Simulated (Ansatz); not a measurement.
Start from `C[CH](C)[Mg][Cl]` and change one atom or group to get `CC(C)[O][InH2]`.

Ansatz, PBE0-D4/def2-TZVP geometries, multiplicity 1. Each molecule was computed in one conformer, which needn't be the lowest.

Elements past krypton have def2 core potentials.

```tsv
property	`C[CH](C)[Mg][Cl]`
zero-point energy (PBE0-D4/def2-TZVP) / kJ/mol	245.0
LUMO energy (PBE0/def2-TZVPP) / eV	-1.10
HOMO–LUMO gap (B3LYP/def2-TZVPP) / eV	5.11
LUMO energy (PBE/def2-TZVPP) / eV	-1.79
HOMO energy (B3LYP/def2-TZVPP) / eV	-6.47
size of the dipole moment (B3LYP/def2-TZVPP) / D	2.32
```

Problem. Give the same properties after the change, and the shifts. (An estimate is asked.)

Solution. Computed: 
```tsv
property	`CC(C)[O][InH2]`	shift
zero-point energy (PBE0-D4/def2-TZVP) / kJ/mol	287.0	42.0
LUMO energy (PBE0/def2-TZVPP) / eV	-1.52	-0.42
HOMO–LUMO gap (B3LYP/def2-TZVPP) / eV	5.30	0.19
LUMO energy (PBE/def2-TZVPP) / eV	-2.21	-0.42
HOMO energy (B3LYP/def2-TZVPP) / eV	-7.10	-0.63
size of the dipole moment (B3LYP/def2-TZVPP) / D	1.50	-0.82
```

With PBE0 the HOMO falls by 0.68 eV and the LUMO falls by 0.42 eV, so the gap widens by about 0.26 eV. PBE moves the HOMO by -0.40 eV and ωB97M-V by -0.88 eV. The zero-point energy changes by 42.0 kJ/mol with +6 modes. Dipoles are sizes alone; their direction can turn.

B3LYP here is the variant with VWN-RPA as its local correlation; programs differ in this.
